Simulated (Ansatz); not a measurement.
The cluster Ga₂Cl₃⁺. Total charge 1; triplet. Geometry r2SCAN-D4/def2-SVP, that of the neutral doublet; atoms count from 1.

```xyz
5

Ga   -0.676   -1.511    0.596
Ga    0.591    0.487   -0.289
Cl   -2.789   -1.312    1.054
Cl    1.035    0.681   -2.395
Cl    1.838    1.654    1.034
```

At PBE0-D4/def2-TZVP a singlet of charge 1 lies 2.18 eV below the triplet at the same geometry. The structure comes from a short search, and lower isomers may exist.

(1) Estimate the Mulliken populations from the PBE0/def2-TZVP orbitals of Ansatz.

(2) Where does the spin sit?

(3) And the Mayer bond orders between heavy atoms (over 0.3)?

## Answers

(1) 
| atom | charge (e) | spin (α − β) |
| --- | --- | --- |
| Ga1 | 0.58 | 0.82 |
| Ga2 | 0.50 | 0.29 |
| Cl3 | -0.03 | 0.31 |
| Cl4 | -0.03 | 0.29 |
| Cl5 | -0.03 | 0.29 |
Mulliken values depend strongly on the basis.

(2) Summed by element: Ga 1.11, Cl 0.89, of 2 unpaired in all. Largest on single atoms: Ga1 0.82, Cl3 0.31, Cl5 0.29.

(3) Ga1–Ga2 0.55 (2.53 Å); Ga1–Cl3 1.19 (2.17 Å); Ga2–Cl4 1.15 (2.16 Å); Ga2–Cl5 1.14 (2.16 Å).
